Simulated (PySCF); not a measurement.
CH5O, SMILES C[OH2+], charge +1.

Geometry optimised at B3LYP-D3(BJ)/def2-TZVP. The isomer is the one that the SMILES or the coordinates give; other isomers of the formula were not compared.

The numbers are results of ωB97X/def2-TZVPD run with PySCF, not measurements.

Computed frontier levels, gap, dipole moment and polarisability:
The highest occupied level is -19.92 eV and the lowest empty level is -4.16 eV. The orbital gap is 15.76 eV, the dipole moment about the centre of nuclear charge is 1.85 D and the mean static polarisability comes out as 17.3 bohr³ (2.56 Å³). The polarisability, principal values is 15.6, 16.9, 19.3 bohr³.
